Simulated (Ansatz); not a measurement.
C₂H₈GaNS₂ (SMILES C[N](C)[Ga]([SH])[SH]), singlet, at a GFN2-xTB geometry (such geometries of metal compounds can be far from the true shape), with bond 7-3 at 2.4 times its length; CASSCF(4,6)/STO-3G (Ansatz, a quantum-chemistry and plane-wave program).

Ansatz was given this input:
Ansatz 0.2 input:
```yaml
crystal:
  periodic: [false, false, false]
  atoms:
    - {symbol: Ga, position_ang: [0.13389189, 0.19834390, 0.09172155]}
    - {symbol: N, position_ang: [-0.83945053, -1.25324539, -0.50496914]}
    - {symbol: C, position_ang: [-2.29109588, -1.25882278, -0.57753522]}
    - {symbol: C, position_ang: [-0.25170644, -2.56220800, -0.73670782]}
    - {symbol: H, position_ang: [-2.62398163, -1.55072536, -1.58040411]}
    - {symbol: H, position_ang: [-2.72621277, -1.95811075, 0.14704843]}
    - {symbol: H, position_ang: [-3.19787130, 1.14985780, -0.06822380]}
    - {symbol: H, position_ang: [-0.62420670, -3.30197562, -0.01728515]}
    - {symbol: H, position_ang: [-0.48774427, -2.91543500, -1.74717333]}
    - {symbol: H, position_ang: [0.83491015, -2.49445440, -0.63877926]}
    - {symbol: S, position_ang: [-0.95293730, 2.11158190, 0.52346473]}
    - {symbol: H, position_ang: [0.16939527, 2.82816729, 0.50377301]}
    - {symbol: S, position_ang: [2.36665494, 0.01706654, 0.18783870]}
    - {symbol: H, position_ang: [2.48959590, 1.13960632, 0.89416143]}
basis:
  gaussian:
    orbitals: STO-3G
hamiltonian:
  xc: hf
magnetization: {spin_polarized: false}
correlation: {active_space: {window: {electrons: 4, orbitals: 6}}}
```

Problem. Predict the main parts of the log of this Ansatz run.

Solution. 
```
Functional definition: HF
702 factors; integrals over basis functions are off by at most 5.3e-5 eV
mean field evaluation 1: about -76734.5658 eV, gradient 3.1e1 eV
mean field evaluation 2: about -76734.7799 eV, gradient 3.1e1 eV
mean field evaluation 4: about -76740.6773 eV, gradient 5.4e0 eV
mean field evaluation 8: about -76740.8472 eV, gradient 8.8e-2 eV
mean field evaluation 16: about -76733.5010 eV, gradient 1.2e1 eV
mean field -76740.84378800 eV, -2820.1739923967 hartree, gradient 2.0e-6 eV, S^2 0.000000; 2 other end points of the search recorded, 0 dependent functions left out
reference -76740.84378800 eV, -2820.1739923967 hartree; 45, 45 occupied and 14, 14 virtual orbitals, 702 factors
state -76746.13747702 eV, -2820.3685318801 hartree
Total energy: -76746.13747702 eV, -2820.3685318801 hartree
```
